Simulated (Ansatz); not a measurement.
The cluster Co₂S₂. The state is a singlet with charge 0. Geometry relaxed at r2SCAN-D4/def2-SVP.

```xyz
4

Co   -0.736    0.708    0.454
Co    0.736   -0.708   -0.454
S     0.103   -0.843    1.483
S    -0.103    0.843   -1.483
```

The restricted singlet is unstable towards broken spin symmetry at other levels; at r2SCAN-D4/def2-SVP this wasn't settled. At PBE0-D4/def2-TZVP a quintet of charge 0 lies 3.00 eV below the restricted singlet, each at its own geometry. The structure comes from a short search, and lower isomers may exist.

(1) Estimate the harmonic wavenumbers at RKS r2SCAN-D4/def2-SVP (Ansatz, unscaled). Is this a minimum?

## Answers

(1) 204, 359, 363, 387, 499, 506 cm⁻¹. Yes, no mode is imaginary beyond noise. Zero-point energy 13.9 kJ/mol. Run time 38 s (4 threads of AMD EPYC 7R43 on a shared host).
